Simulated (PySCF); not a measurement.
## How methods differ on the excitation energy of Ar²⁺

Ar²⁺ [Ne] 3s2 3p4 (3P) → Ar²⁺ [Ne] 3s2 3p3 3d1 (5D), as a difference of total energies. Computed with PySCF 2.14 in dyall-acv3z, with the spin-free X2C one-electron Hamiltonian (Gaussian nucleus). Correlated levels: valence: [Ne] frozen; virtual orbitals above 40 to 60 times the deepest correlated orbital energy dropped. The calculations carry no spin-orbit coupling.

```tsv
method	excitation energy (cm⁻¹)
UHF	137820
MP2 (valence)	143150
SCS-MP2 (valence)	144670
CCSD (valence)	143910
CCSD(T) (valence)	144170
```

A first-order spin-orbit estimate (lowest level to lowest level, LS coupling) adds 0.058 eV.

The promoted electron is Rydberg-like, and one or two diffuse shells describe it only roughly, which tends to raise the upper state.
